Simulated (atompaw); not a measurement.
# Which change was made? (Hf, PAW (atompaw))

| Quantity | Value |
| --- | --- |
| Element | hafnium (Hf) |
| Generator | atompaw 4.2.0.5 |
| Type | PAW |
| Functional | PBE |
| Relativity | scalar-relativistic |
| Frozen core | [Xe] 4f14 |
| Valence charge | 4 |
| Reference configuration | 5d2 6s1 6p1 |
| Partial waves | 6s (bound): rc 3.00 bohr; 6s channel at 1.05 Ry: rc 3.00 bohr; 6p (bound): rc 3.00 bohr; 6p channel at 0.35 Ry: rc 3.00 bohr; 5d (bound): rc 2.00 bohr; 5d channel at 2.45 Ry: rc 3.00 bohr |
| Local potential | bessel scheme, radius 2.00 bohr |
| Core correction | smooth core density matched at 2.85 bohr |
| Augmentation charge | sinc compensation charge, radius 2.30 bohr; PAW radius 3.00 bohr; waves and projectors: custom polynom gramschmidtortho |

Cutoffs, loose and tight: the cutoffs (Ry, on a coarse ladder) from which the occupation-weighted sum of valence levels, in a spherical-Bessel basis at the reference potential, stays within 10 and 1 mRy of its value at 400 Ry. They see the waves, projectors and local potential, not the compensation charge or the core.

The base gives: outcome: generated; cutoff, loose: 18 Ry; cutoff, tight: 25 Ry; bound ghosts: s, p.

After one change the result is: outcome: generated; cutoff, loose: 12 Ry; cutoff, tight: 21 Ry; bound ghosts: none. Which change was it?
A. all radii scaled by about 0.90 (s 2.68, p 2.68, d 1.80 bohr); local potential bessel scheme, radius 1.80 bohr; augmentation sinc compensation charge, radius 2.06 bohr; PAW radius 2.68 bohr; waves and projectors: custom polynom gramschmidtortho; core correction smooth core density matched at 2.56 bohr
B. all radii scaled by about 0.73 (s 2.20, p 2.20, d 1.46 bohr); local potential bessel scheme, radius 1.46 bohr; augmentation sinc compensation charge, radius 1.68 bohr; PAW radius 2.20 bohr; waves and projectors: custom polynom gramschmidtortho; core correction smooth core density matched at 2.10 bohr
C. all radii scaled by about 1.29 (s 3.86, p 3.86, d 2.58 bohr); local potential bessel scheme, radius 2.58 bohr; augmentation sinc compensation charge, radius 2.96 bohr; PAW radius 3.86 bohr; waves and projectors: custom polynom gramschmidtortho; core correction smooth core density matched at 3.68 bohr
D. all radii scaled by about 1.17 (s 3.52, p 3.52, d 2.34 bohr); local potential bessel scheme, radius 2.34 bohr; augmentation sinc compensation charge, radius 2.70 bohr; PAW radius 3.52 bohr; waves and projectors: custom polynom gramschmidtortho; core correction smooth core density matched at 3.34 bohr

C. The others give: all radii scaled by about 0.73 (s 2.20, p 2.20, d 1.46 bohr); local potential bessel scheme, radius 1.46 bohr; augmentation sinc compensation charge, radius 1.68 bohr; PAW radius 2.20 bohr; waves and projectors: custom polynom gramschmidtortho; core correction smooth core density matched at 2.10 bohr → outcome: generated; cutoff, loose: 25 Ry; cutoff, tight: 30 Ry; bound ghosts: s, p | all radii scaled by about 1.17 (s 3.52, p 3.52, d 2.34 bohr); local potential bessel scheme, radius 2.34 bohr; augmentation sinc compensation charge, radius 2.70 bohr; PAW radius 3.52 bohr; waves and projectors: custom polynom gramschmidtortho; core correction smooth core density matched at 3.34 bohr → outcome: generated; cutoff, loose: 15 Ry; cutoff, tight: 25 Ry; bound ghosts: s | all radii scaled by about 0.90 (s 2.68, p 2.68, d 1.80 bohr); local potential bessel scheme, radius 1.80 bohr; augmentation sinc compensation charge, radius 2.06 bohr; PAW radius 2.68 bohr; waves and projectors: custom polynom gramschmidtortho; core correction smooth core density matched at 2.56 bohr → outcome: generated; cutoff, loose: 21 Ry; cutoff, tight: 30 Ry; bound ghosts: s, p.
